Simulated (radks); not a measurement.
Values are calculated unless marked as measured or tabulated.
Question: Radial electron density D(r) = 4 pi r^2 rho(r) of an atom or ion with 36 electrons. Code: a radial shooting solver on a logarithmic mesh with Libxc functionals. Model: scalar-relativistic Kohn-Sham, PBE, spin-unpolarised, spherical densities, point nucleus.

r (bohr),D(r) (e/bohr)
0.001663,2.427
0.00189,3.032
0.002148,3.776
0.002442,4.689
0.002775,5.802
0.003129,7.059
0.003556,8.663
0.004042,10.58
0.004593,12.84
0.005221,15.48
0.005934,18.53
0.00669,21.76
0.007604,25.59
0.008642,29.77
0.009822,34.21
0.01116,38.78
0.01259,43.01
0.01431,47.24
0.01626,50.92
0.01848,53.74
0.021,55.48
0.02368,55.98
0.02691,55.31
0.03059,53.59
0.03477,51.30
0.03951,49.11
0.04455,47.86
0.05063,48.11
0.05755,50.43
0.06541,54.76
0.07434,60.32
0.08449,65.73
0.09526,69.14
0.1083,69.61
0.1231,66.25
0.1399,59.80
0.159,52.28
0.1792,46.66
0.2037,44.20
0.2315,45.90
0.2631,50.14
0.2991,53.80
0.3372,53.92
0.3832,49.10
0.4356,40.05
0.495,29.51
0.5626,20.55
0.6344,15.25
0.721,12.84
0.8195,12.26
0.9314,11.68
1.059,10.02
1.203,7.398
1.356,4.758
1.542,2.483
1.752,1.064
1.991,0.3673
2.263,0.09934
2.552,0.02272
2.9,0.003500
3.297,0.0003829

What is the nuclear charge?

Answer: Z = 44. The innermost maximum, from 1s, lies near gamma/Z bohr with gamma = sqrt(1 - (Z/c)^2) = 0.947, here 0.0215 bohr (found: 0.0235), and its height grows with Z. The density is that of the ruthenium ion Ru8+ in [Kr]; the configuration itself is not fixed sharply by these data, and Z only to a few units. D(r) has 3 maxima, at r = 0.0235, 0.103, 0.319 bohr, and minima at 0.0467, 0.205 bohr, inside which lie 2.02, 11.06 electrons.
